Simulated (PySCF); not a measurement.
Species: C8H13P.
Cartesian coordinates in Å at the PBE0-D3(BJ)/def2-SVP level; atoms count from 1:
```xyz
22
C8H13P angstrom
C     -3.2786   -0.9219    0.8749
C     -2.3197   -0.3412   -0.1602
C     -1.2393    0.5205    0.4572
C     -1.6366    1.8857    0.9485
C     -0.0021    0.0772    0.5705
P      1.4830   -0.5556    0.8430
C      2.4253   -0.0694   -0.6636
C      3.5502   -0.9674   -1.1139
C      3.8640    0.3534   -0.4961
H     -3.7952   -0.1345    1.4447
H     -4.0506   -1.5390    0.3907
H     -2.7369   -1.5556    1.5934
H     -1.8489   -1.1568   -0.7286
H     -2.8836    0.2721   -0.8856
H     -0.7935    2.4091    1.4173
H     -2.4549    1.8137    1.6832
H     -2.0098    2.4977    0.1100
H      1.8470    0.4341   -1.4440
H      3.7500   -1.8697   -0.5269
H      3.6929   -1.0951   -2.1906
H      4.2810    0.3623    0.5162
H      4.2273    1.1632   -1.1346
```

Level: PBE0/pcSseg-1 in PySCF, non-relativistic, on one gas-phase PBE0-D3(BJ)/def2-SVP geometry that isn't relaxed in the solvent. The solvent is an IEF-PCM continuum (cavity from Bondi-type radii × 1.2). Only the electrostatic response of the medium enters.

```tsv
medium	total energy (Eh)	HOMO (eV)	LUMO (eV)	dipole (D)
gas phase	-653.379409	-6.645	-0.862	1.733
methanol (ε = 32.61)	-653.384657	-6.778	-1.027	2.510
```

Question: What is E(solvent) − E(gas) in methanol, in kJ/mol?

Answer: -653.384657 − (-653.379409) = -0.005248 Eh = -13.78 kJ/mol.

Question: Scale it by Onsager's factor (ε − 1)/(2ε + 1) to water (ε = 78.36), and compare with the calculation.

Answer: The factor goes from 0.477 to 0.490, a ratio of 1.028, which gives -14.16 kJ/mol. The calculation gives -14.24 kJ/mol (total energy -653.384834 Eh), so the scaled value is 0.6 % too small in size.

Question: Scale the changes of the other columns the same way. What are the values in water?

Answer: 
```tsv
quantity	scaled	computed	difference
HOMO (eV)	-6.782	-6.784	+0.002
LUMO (eV)	-1.032	-1.035	+0.003
dipole (D)	2.532	2.540	-0.008
```

Question: How does each lowering split into the polarisation term (half the interaction with the induced surface charges) and the distortion of the solute's density?

Answer: methanol: -16.52 + 2.74 kJ/mol, the distortion taking back 17 % of the polarisation term; water: -17.19 + 2.95 kJ/mol, the distortion taking back 17 % of the polarisation term.
